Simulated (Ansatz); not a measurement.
`[TeH]B1N[SiH2]1` and `CB1N[SiH2]1` differ in one atom or group.

Ansatz, PBE0-D4/def2-TZVP geometries, multiplicity 1. 

Elements past krypton have def2 core potentials.  Spin–orbit coupling is left out; it splits and shifts lone-pair levels of the heavy atoms by tenths of an eV.

```tsv
property	`[TeH]B1N[SiH2]1`
ideal-gas entropy at 298 K and 1 bar (rigid rotor, harmonic PBE0-D4/def2-TZVP) / J/(mol·K)	333
HOMO–LUMO gap (ωB97M-V/def2-TZVPP) / eV	9.71
HOMO–LUMO gap (B3LYP/def2-TZVPP) / eV	5.47
HOMO energy (PBE0/def2-TZVPP) / eV	-6.55
zero-point energy (PBE0-D4/def2-TZVP) / kJ/mol	115.0
size of the dipole moment (PBE/def2-TZVPP) / D	1.20
```

What does the change do to each property? (Estimate.)

Ansatz gave: 
```csv
property,`CB1N[SiH2]1`,shift
"ideal-gas entropy at 298 K and 1 bar (rigid rotor, harmonic PBE0-D4/def2-TZVP) / J/(mol·K)",310,-23
HOMO–LUMO gap (ωB97M-V/def2-TZVPP) / eV,10.42,0.71
HOMO–LUMO gap (B3LYP/def2-TZVPP) / eV,6.30,0.83
HOMO energy (PBE0/def2-TZVPP) / eV,-6.76,-0.21
zero-point energy (PBE0-D4/def2-TZVP) / kJ/mol,191.8,76.8
size of the dipole moment (PBE/def2-TZVPP) / D,1.26,0.06
```

With PBE0 the HOMO falls by 0.21 eV and the LUMO rises by 0.61 eV, so the gap widens by about 0.82 eV. PBE moves the HOMO by -0.13 eV and ωB97M-V by -0.25 eV. The zero-point energy changes by 76.8 kJ/mol with +6 modes. Dipoles are sizes alone; their direction can turn.

B3LYP here is the variant with VWN-RPA as its local correlation; programs differ in this.
